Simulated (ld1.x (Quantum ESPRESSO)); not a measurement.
**Au PAW: all-electron and pseudo phase curves**

- Element: Au (Z = 79)
- Generator: ld1.x (Quantum ESPRESSO) 7.5
- Type: PAW
- Functional: LDA (PZ)
- Relativity: scalar-relativistic
- Frozen core: [Kr] 4d10 4f14
- Valence charge: 19
- Reference configuration: 5s2 5p6 5d10 6s0.5 6p0.5
- Partial waves: 5s (bound): rcut 1.35, rcutus 1.90 bohr; 6s (bound): rcut 1.35, rcutus 1.90 bohr; 5p (bound): rcut 1.40, rcutus 1.60 bohr; 6p (bound): rcut 1.40, rcutus 1.60 bohr; 5d (bound): rcut 1.25, rcutus 1.45 bohr; 5d channel at -0.1 Ry: rcut 1.25, rcutus 1.45 bohr
- Local potential: all-electron potential smoothed inside 1.20 bohr (lloc = -2)
- Core correction: Bessel-smoothed model core inside 0.85 bohr
- Augmentation charge: PSQ, inside the norm-conserving radii

The phase is arctan(r·u′/u) with u = r·R(r), unwrapped; energies in Ry, scanned from -10 to 5 Ry. A pole is an energy at which the radial function vanishes at the test radius. The pseudo phase is shifted by a multiple of π to meet the all-electron one at the reference energy, and phase errors are pseudo minus all-electron; the curves can meet again beyond the range given. Levels narrower than the energy grid can be missing from the lists of poles.

```json
{"channel": "s", "radius (bohr)": "2.04", "reference energy (Ry)": "-0.51", "poles, all-electron": "-8.00", "poles, pseudo": "-8.00", "unbroken range about the reference energy with phases within 0.05 rad": "the whole range", "phase error 1 Ry above the reference energy (rad)": "+0.002"}
{"channel": "p", "radius (bohr)": "2.04", "reference energy (Ry)": "-0.11", "poles, all-electron": "-4.23", "poles, pseudo": "-4.23", "unbroken range about the reference energy with phases within 0.05 rad": "the whole range", "phase error 1 Ry above the reference energy (rad)": "+0.000"}
{"channel": "d", "radius (bohr)": "2.04", "reference energy (Ry)": "-0.60", "poles, all-electron": "0.54", "poles, pseudo": "0.54", "unbroken range about the reference energy with phases within 0.05 rad": "the whole range", "phase error 1 Ry above the reference energy (rad)": "-0.000"}
```

Phases in the p channel:

| E (Ry) | all-electron | pseudo |
| --- | --- | --- |
| -10.00 | 1.400 | 1.400 |
| -9.76 | 1.397 | 1.397 |
| -9.52 | 1.394 | 1.394 |
| -9.28 | 1.391 | 1.391 |
| -9.04 | 1.387 | 1.388 |
| -8.80 | 1.384 | 1.384 |
| -8.56 | 1.380 | 1.380 |
| -8.32 | 1.376 | 1.376 |
| -8.08 | 1.371 | 1.371 |
| -7.84 | 1.366 | 1.366 |
| -7.60 | 1.361 | 1.361 |
| -7.36 | 1.355 | 1.355 |
| -7.12 | 1.348 | 1.348 |
| -6.88 | 1.340 | 1.340 |
| -6.64 | 1.330 | 1.330 |
| -6.40 | 1.319 | 1.319 |
| -6.16 | 1.304 | 1.304 |
| -5.92 | 1.285 | 1.285 |
| -5.68 | 1.259 | 1.259 |
| -5.44 | 1.217 | 1.217 |
| -5.20 | 1.138 | 1.138 |
| -4.96 | 0.930 | 0.930 |
| -4.72 | -0.186 | -0.186 |
| -4.48 | -1.348 | -1.348 |
| -4.24 | -1.565 | -1.564 |
| -4.00 | -1.646 | -1.646 |
| -3.76 | -1.691 | -1.691 |
| -3.52 | -1.721 | -1.721 |
| -3.28 | -1.744 | -1.744 |
| -3.04 | -1.763 | -1.763 |
| -2.80 | -1.780 | -1.780 |
| -2.56 | -1.796 | -1.796 |
| -2.32 | -1.812 | -1.812 |
| -2.08 | -1.828 | -1.827 |
| -1.84 | -1.844 | -1.844 |
| -1.60 | -1.862 | -1.862 |
| -1.36 | -1.881 | -1.881 |
| -1.12 | -1.902 | -1.902 |
| -0.88 | -1.926 | -1.926 |
| -0.64 | -1.953 | -1.953 |
| -0.40 | -1.984 | -1.984 |
| -0.16 | -2.021 | -2.021 |
| 0.08 | -2.065 | -2.065 |
| 0.32 | -2.119 | -2.119 |
| 0.56 | -2.187 | -2.187 |
| 0.80 | -2.273 | -2.273 |
| 1.04 | -2.385 | -2.385 |
| 1.28 | -2.534 | -2.534 |
| 1.52 | -2.730 | -2.729 |
| 1.76 | -2.978 | -2.976 |
| 2.00 | -3.261 | -3.258 |
| 2.24 | -3.540 | -3.536 |
| 2.48 | -3.778 | -3.775 |
| 2.72 | -3.965 | -3.961 |
| 2.96 | -4.106 | -4.103 |
| 3.20 | -4.213 | -4.210 |
| 3.44 | -4.295 | -4.292 |
| 3.68 | -4.360 | -4.357 |
| 3.92 | -4.412 | -4.409 |
| 4.16 | -4.454 | -4.451 |
| 4.40 | -4.489 | -4.487 |
| 4.64 | -4.519 | -4.516 |
| 4.88 | -4.545 | -4.542 |
